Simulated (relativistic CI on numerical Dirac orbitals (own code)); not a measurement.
**Lu4+: 4f valence photoemission**

Computed with this model: Dirac-Coulomb-Breit CI, KLI orbitals optimised for each configuration, model QED (radiative potential, 1s self-energy scaled to tabulated hydrogen-like ionisation energies), valence Slater integrals scaled by 0.9, multiplet model of photoemission in the sudden approximation; configurations [Xe] 4f13 → [Xe] 4f12; 300 K; Lorentzian 0.15 eV and Gaussian 0.3 eV FWHM. Energies are those of the free ion, without screening or charge transfer. The energies are binding energies and can lie tens of eV above those of solids. S is read from ⟨S²⟩ = S(S + 1).

Field parameters in Wybourne normalisation. The field is a parameter set, without covalency.

free ion: ground-state S = 0.50, centroid 65.08 eV. Peaks (eV, height): 62.8 (100), 63.7 (73), 64.1 (49), 65.2 (57), 66.1 (7), 67.4 (24), 68.3 (55), 68.9 (21).

D3d, B20 = 3450, B40 = -2440, B43 = -2150, B60 = 1050, B63 = 310, B66 = -410 cm⁻¹: ground-state S = 0.50, centroid 65.08 eV. Peaks (eV, height): 62.8 (100), 63.8 (76), 64.2 (53), 65.3 (58), 66.2 (8), 67.5 (25), 68.2 (56), 68.9 (21).

D4h, B20 = 2890, B40 = 2880, B44 = -710, B60 = -520, B64 = 1100 cm⁻¹: ground-state S = 0.50, centroid 65.09 eV. Peaks (eV, height): 62.9 (100), 63.8 (67), 64.2 (51), 65.0 (40), 65.3 (50), 66.2 (7), 67.5 (22), 68.2 (48), 69.0 (19).

C2v, B20 = 1070, B22 = 440, B40 = -850, B42 = 740, B44 = -200, B60 = -30, B62 = 240, B64 = 450, B66 = 30 cm⁻¹: ground-state S = 0.50, centroid 65.08 eV. Peaks (eV, height): 62.8 (100), 63.7 (74), 64.2 (50), 65.2 (54), 66.2 (7), 67.4 (23), 68.3 (54), 68.9 (20).

Strongest unbroadened transitions for D3d, B20 = 3450, B40 = -2440, B43 = -2150, B60 = 1050, B63 = 310, B66 = -410 cm⁻¹:

```
Energy (eV)  Relative strength
      62.78              100.0
      62.81               66.4
      62.85               59.7
      62.94               40.6
      63.69               37.9
      63.71               67.6
      63.78               32.8
      63.81               34.0
      64.15               33.1
      64.18               36.3
      64.26               29.3
      64.87               31.8
      65.28               38.7
      65.34               35.3
      67.45               30.8
      68.19               34.8
      68.20               52.1
      68.23               43.1
```
